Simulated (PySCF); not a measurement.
Spin-rotation constants: SMILES C=Cn1cpc(C)n1, C$_{5}$H$_{7}$N$_{2}$P

Geometry (Å), atoms numbered from 1 in this order:
```xyz
15

C    -2.332    0.991    0.928
C    -2.046    0.249   -0.132
N    -0.760   -0.169   -0.446
C    -0.446   -0.927   -1.523
P     1.230   -1.269   -1.629
C     1.385   -0.311   -0.132
C     2.663   -0.048    0.586
N     0.265    0.172    0.326
H    -1.557    1.306    1.602
H    -3.341    1.294    1.137
H    -2.794   -0.089   -0.834
H    -1.228   -1.240   -2.192
H     3.124   -0.986    0.892
H     2.470    0.563    1.464
H     3.363    0.471   -0.069
```

Theory: GIAO B3LYP/pcSseg-1 magnetisability, rotational g tensor and spin-rotation constants, non-relativistic, gas phase in PySCF 2.14.0. Geometry: GFN2-xTB.

Give the nuclear spin-rotation constants along the inertial axes (H = +C I·J) beside the isotropic shieldings.

Rotational constants 3.3721, 1.3708, 0.9805 GHz. A star marks the isotopologue with that one atom substituted, in its own axes.
```
atom  isotope  Caa (kHz)  Cbb (kHz)  Ccc (kHz)  mean (kHz)  σ (ppm)
  N3      14N      0.595      0.221      0.088       0.301      0.7
  P5      31P      7.569      3.021      1.306       3.966    180.5
  N8      14N      0.839      0.321      0.067       0.409    -91.5
  H9       1H     -0.216      0.081     -0.103      -0.079     25.4
 H10       1H      0.320     -0.153     -0.117       0.017     26.7
 H11       1H     -0.183      0.075     -0.109      -0.072     24.9
 H12       1H     -0.243      0.144     -0.117      -0.072     23.5
 H13       1H     -0.173     -0.146     -0.014      -0.111     28.9
 H14       1H     -0.242      0.013     -0.107      -0.112     29.0
 H15       1H     -0.172     -0.146     -0.014      -0.111     28.9
  C1     13C*      1.426      0.426      0.123       0.658     72.5
  C2     13C*      1.487      0.489      0.196       0.724     42.2
  C4     13C*      1.153      0.819      0.193       0.722     12.6
  C6     13C*      1.860      0.642      0.191       0.898     -4.0
  C7     13C*      0.552      0.189      0.156       0.299    160.2
```
For the geometry as given, no vibrational averaging.

How do the rotational constants and the g tensor change when H9, H10, H11, H12, H13, H14, H15 are replaced by deuterium?

Constants 2.8646, 1.2111, 0.8603 GHz; g -0.0544, -0.0193, 0.0070, against -0.0632, -0.0222, 0.0080 before.
